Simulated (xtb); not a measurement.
CH$_{5}$Si, doublet, from a rough starting geometry; GFN2-xTB (xtb 6.7.1).

Input for xtb:
```
$ xtb mol.xyz --gfn 2 --uhf 1 --opt vtight --json

# file mol.xyz
7

C     -0.02080208    -0.14380973    -1.24276834
Si     0.00223241    -0.18800604     0.68780342
H     -0.92486996     0.34694223    -1.54809903
H      0.86780250     0.35679294    -1.60219975
H      0.02045831     1.21889656     1.17786132
H     -1.18227497    -0.81737519     1.21546458
H      1.17896622    -0.86771852     1.18997698
```

Problem. Predict the main parts of the log of this xtb run.

Solution. 
```
   ID    Z sym.   atoms
    1    6 C      1
    2   14 Si     2
    3    1 H      3-7

           -------------------------------------------------
          |                Calculation Setup                |
           -------------------------------------------------

           -------------------------------------------------
          |                 G F N 2 - x T B                 |
           -------------------------------------------------

          ...................................................
          :                      SETUP                      :
          :.................................................:
          :  # basis functions                  19          :
          :  # atomic orbitals                  18          :
          :  # shells                           10          :
          :  # electrons                        13          :
          :  max. iterations                   250          :
          :  Hamiltonian                  GFN2-xTB          :
          :  restarted?                      false          :
          :  GBSA solvation                  false          :
          :  PC potential                    false          :
          :  electronic temp.          300.0000000     K    :
          :  accuracy                    1.0000000          :
          :  -> integral cutoff          0.2500000E+02      :
          :  -> integral neglect         0.1000000E-07      :
          :  -> SCF convergence          0.1000000E-05 Eh   :
          :  -> wf. convergence          0.1000000E-03 e    :
          :  Broyden damping             0.4000000          :
          :  net charge                          0          :
          :  unpaired electrons                  1          :
          ...................................................

 iter      E             dE          RMSdq      gap      omega  full diag
   1     -6.3269420 -0.632694E+01  0.545E+00    5.03       0.0  T
   2     -6.3828406 -0.558986E-01  0.257E+00    4.39       1.0  T
   3     -6.3833480 -0.507411E-03  0.159E+00    5.01       1.0  T
   4     -6.3852463 -0.189830E-02  0.668E-01    4.76       1.0  T
   5     -6.3852191  0.271874E-04  0.404E-01    4.81       1.0  T
   6     -6.3853104 -0.913397E-04  0.120E-01    4.75       1.0  T
   7     -6.3853094  0.103762E-05  0.490E-02    4.74       1.0  T
   8     -6.3853124 -0.302182E-05  0.137E-02    4.73       2.8  T
   9     -6.3853128 -0.385923E-06  0.409E-03    4.73       9.2  T
  10     -6.3853128 -0.166196E-07  0.389E-04    4.73      97.1  T
  11     -6.3853128 -0.495737E-10  0.100E-04    4.73     377.7  T

   *** convergence criteria satisfied after 11 iterations ***

         :::::::::::::::::::::::::::::::::::::::::::::::::::::
         ::                     SUMMARY                     ::
         :::::::::::::::::::::::::::::::::::::::::::::::::::::
         :: total energy              -6.309715924006 Eh    ::
         :: gradient norm              0.058434574730 Eh/a0 ::
         :: HOMO-LUMO gap              4.733410598328 eV    ::
         ::.................................................::
         :: SCC energy                -6.385312405895 Eh    ::
         :: -> isotropic ES            0.010340396013 Eh    ::
         :: -> anisotropic ES          0.003729615776 Eh    ::
         :: -> anisotropic XC          0.006690152966 Eh    ::
         :: -> dispersion             -0.002714291328 Eh    ::
         :: repulsion energy           0.075596481890 Eh    ::
         :: add. restraining           0.000000000000 Eh    ::
         :: total charge              -0.000000000000 e     ::
         :::::::::::::::::::::::::::::::::::::::::::::::::::::

      -----------------------------------------------------------
     |                   =====================                   |
     |                        A N C O P T                        |
     |                   =====================                   |
[...]
 * total energy  :    -6.3097159 Eh     change       -0.2208811E-10 Eh
 * total energy  :    -6.3184598 Eh     change       -0.8743897E-02 Eh
 * total energy  :    -6.3207196 Eh     change       -0.2259804E-02 Eh
 * total energy  :    -6.3218798 Eh     change       -0.1160155E-02 Eh
 * total energy  :    -6.3227369 Eh     change       -0.8571315E-03 Eh
 * total energy  :    -6.3227245 Eh     change        0.1240332E-04 Eh
 * total energy  :    -6.3228763 Eh     change       -0.1518050E-03 Eh
 * total energy  :    -6.3230460 Eh     change       -0.1697177E-03 Eh
 * total energy  :    -6.3231023 Eh     change       -0.5624544E-04 Eh
 * total energy  :    -6.3231045 Eh     change       -0.2184694E-05 Eh
 * total energy  :    -6.3231058 Eh     change       -0.1344716E-05 Eh
 * total energy  :    -6.3231058 Eh     change       -0.1088606E-07 Eh
   *** GEOMETRY OPTIMIZATION CONVERGED AFTER 12 ITERATIONS ***
         :: total energy              -6.323105817330 Eh    ::
[...]

    * Orbital Energies and Occupations

         #    Occupation            Energy/Eh            Energy/eV
      -------------------------------------------------------------
         1        2.0000           -0.7051803             -19.1889
         2        2.0000           -0.5542333             -15.0815
         3        2.0000           -0.4734469             -12.8831
         4        2.0000           -0.4214101             -11.4672
         5        2.0000           -0.4165143             -11.3339
         6        2.0000           -0.4164079             -11.3310
         7        1.0000           -0.3393374              -9.2338 (HOMO)
         8                         -0.1650473              -4.4912 (LUMO)
         9                         -0.1598903              -4.3508
        10                         -0.1508374              -4.1045
        11                         -0.0609023              -1.6572
        12                         -0.0356839              -0.9710
        13                          0.1696333               4.6160
        14                          0.2857625               7.7760
        15                          0.4094795              11.1425
        16                          0.6058605              16.4863
        17                          0.6846753              18.6310
        18                          0.6923551              18.8399
      -------------------------------------------------------------
                  HL-Gap            0.1742900 Eh            4.7427 eV
             Fermi-level           -0.3150325 Eh           -8.5725 eV

     #   Z          covCN         q      C6AA      α(0)
     1   6 C        2.733    -0.177    32.605     9.349
     2  14 Si       3.633     0.416    99.791    19.162
     3   1 H        0.926     0.040     2.445     2.445
     4   1 H        0.926     0.040     2.446     2.446
     5   1 H        0.916    -0.098     5.509     3.671
     6   1 H        0.918    -0.110     5.939     3.811
     7   1 H        0.918    -0.110     5.933     3.810

 Mol. C6AA /au·bohr⁶  :        671.654285
 Mol. C8AA /au·bohr⁸  :      22615.390467
 Mol. α(0) /au        :         44.694149

Wiberg/Mayer (AO) data.
largest (>0.10) Wiberg bond orders for each atom

 ---------------------------------------------------------------------------
     #   Z sym  total        # sym  WBO       # sym  WBO       # sym  WBO
 ---------------------------------------------------------------------------
     1   6 C    3.234 --     2 Si   1.120     4 H    0.991     3 H    0.991
     2  14 Si   3.792 --     1 C    1.120     6 H    0.893     7 H    0.893
                             5 H    0.874
     3   1 H    0.998 --     1 C    0.991
     4   1 H    0.998 --     1 C    0.991
     5   1 H    0.989 --     2 Si   0.874
     6   1 H    0.988 --     2 Si   0.893
     7   1 H    0.988 --     2 Si   0.893
 ---------------------------------------------------------------------------

Topologies differ in total number of bonds
Writing topology from bond orders to xtbtopo.mol

molecular dipole:
                 x           y           z       tot (Debye)
 q only:       -0.000       0.034      -0.049
   full:       -0.002       0.064      -0.188       0.505
molecular quadrupole (traceless):
                xx          xy          yy          xz          yz          zz
 q only:        0.056      -0.002      -0.141       0.003       0.035       0.085
  q+dip:        0.472      -0.014      -1.048       0.008      -0.073       0.576
   full:        0.251      -0.010      -0.654       0.007      -0.108       0.403

optimized geometry written to: xtbopt.xyz

           -------------------------------------------------
          | TOTAL ENERGY               -6.323105817330 Eh   |
          | GRADIENT NORM               0.000072634425 Eh/α |
          | HOMO-LUMO GAP               4.742673400227 eV   |
           -------------------------------------------------

normal termination of xtb
```
